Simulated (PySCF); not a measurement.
Relative stability

The two ends of one reaction step of ZnH₂ClF, closed shell (PBE0-D4/def2-TZVP).

A:

Zn1  (-0.677, -0.434, -0.582)
H2  (-0.212, -1.723, 0.102)
Cl3  (-1.521, 1.149, -1.693)
H4  (1.360, 0.177, 1.337)
F5  (0.954, 0.826, 0.820)
(Å)

B:

```
5
angstrom
Zn -0.5186 0.6848 -0.7355
H 0.3254 -1.3221 0.5906
Cl -1.9144 -0.4990 -1.7228
H 0.7661 -0.7701 0.8467
F 0.6115 1.7768 0.0245
```

Program: PySCF 2.14 with density fitting (its default auxiliary sets; JK sets also for MP2 and CCSD(T)). Basis: def2-TZVPP. Cores are frozen in the correlated methods. The 3s and 3p shells of Cu and Zn are frozen; filled d shells are correlated. B3LYP uses VWN-RPA correlation.

**Question.** Which structure is lower at CCSD(T), and by how much? (An estimate is asked for; the value comes from the calculation.)

**Answer.** Computed: B, by 0.214 eV (electronic energy, against the other). By their contacts, A is a complex of ZnHCl ([Cl][ZnH]) + HF and B is a complex of ZnClF + H₂.

All methods give the same order:

```
   method  E(B) − E(A) (eV)
    SPW92            -0.074
   PBE-D4            -0.208
r2SCAN-D4            -0.250
  PBE0-D4            -0.170
 B3LYP-D4            -0.239
 BHLYP-D4            -0.224
  wB97M-V            -0.190
       HF            -0.256
      MP2            -0.244
     CCSD            -0.209
  CCSD(T)            -0.214
```

The T1 diagnostic stays at or below 0.016.

Labels in which every atom is bracketed show which atoms are joined, not bond orders.

For scale, one of the runs: CCSD(T)/def2-TZVPP, 165 basis functions, launched by `OMP_NUM_THREADS=4 python run.py`. The run took 3 min on 4 CPU threads of an Arm Neoverse V2 (shared host), with 1.6 GiB of host memory at its peak.
